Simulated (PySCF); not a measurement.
**Excited states of P⁵⁺ (phosphorus, charge +5)**

Ground state [Ne], ¹S. Calculation: PySCF 2.14, in aug-cc-pCVTZ-DK with one added diffuse shell each of s, p, d, f type (9s8p6d4f, 91 functions); scalar relativity by spin-free X2C-1e. Vertical excitation energies in eV without spin-orbit coupling; excited terms of each kind are numbered among those the solver found. Frozen: nothing.

```
 term  leading excitation  EOM-EE-CCSD
1 3P°              2p → s       135.15
1 1P°              2p → s       136.35
 1 3S              2p → p       145.05
 1 3D              2p → p       147.04
 1 1D              2p → p       147.88
 1 1P              2p → p       148.06
 1 3P              2p → p       148.10
 1 1S              2p → p       153.83
2 3P°              2p → d       163.41
1 3F°              2p → d       163.98
1 1F°              2p → d       164.35
1 1D°              2p → d       164.75
 2 3S              2p → p       182.12
 2 1D              2p → p       183.26
```

The solver can miss terms.
